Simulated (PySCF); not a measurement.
C6H8. Atoms are numbered in the order given.

```xyz
14

C      2.6857    -0.2221     0.0000
C      1.5239     0.1250     0.0000
C      0.1225     0.5106     0.0000
C     -0.8326    -0.0807     1.0835
C     -1.9325    -0.1903     0.0000
C     -0.8326    -0.0807    -1.0835
H      3.7155    -0.5243     0.0000
H      0.0460     1.6113     0.0000
H     -0.4795    -1.0682     1.4153
H     -1.0291     0.5431     1.9680
H     -2.5956     0.6888     0.0000
H     -2.5557    -1.0966     0.0000
H     -1.0291     0.5431    -1.9680
H     -0.4795    -1.0682    -1.4153
```

Coordinates come from a B3LYP-D3(BJ)/def2-SVP optimisation.

The numbers are results of ωB97X/def2-TZVP (PySCF), not measurements.

ESP charges are fitted to the potential on shells at 1.4 to 2.0 van der Waals radii. Atomic charges (e):

| atom | ESP fit | Löwdin |
|---|---|---|
| C1 | -0.38 | -0.11 |
| C2 | -0.25 | -0.10 |
| C3 | 0.47 | -0.22 |
| C4 | -0.34 | -0.20 |
| C5 | -0.08 | -0.24 |
| C6 | -0.34 | -0.20 |
| H7 | 0.30 | 0.13 |
| H8 | 0.02 | 0.17 |
| H9 | 0.14 | 0.14 |
| H10 | 0.09 | 0.12 |
| H11 | 0.07 | 0.13 |
| H12 | 0.06 | 0.12 |
| H13 | 0.09 | 0.12 |
| H14 | 0.14 | 0.14 |

Computed Mayer and Wiberg (Löwdin basis) orders of the bonds:
| bond | Mayer | Wiberg |
|---|---|---|
| C1–C2 | 2.79 | 2.96 |
| C2–C3 | 1.23 | 1.26 |
| C3–C4 | 0.95 | 1.08 |
| C4–C5 | 0.99 | 1.17 |
| C3–C6 | 0.95 | 1.08 |
| C5–C6 | 0.99 | 1.17 |
| C1–H7 | 0.89 | 0.92 |
| C3–H8 | 0.95 | 0.78 |
| C4–H9 | 0.98 | 0.86 |
| C4–H10 | 0.97 | 0.88 |
| C5–H11 | 0.97 | 0.87 |
| C5–H12 | 0.97 | 0.89 |
| C6–H13 | 0.97 | 0.88 |
| C6–H14 | 0.98 | 0.86 |
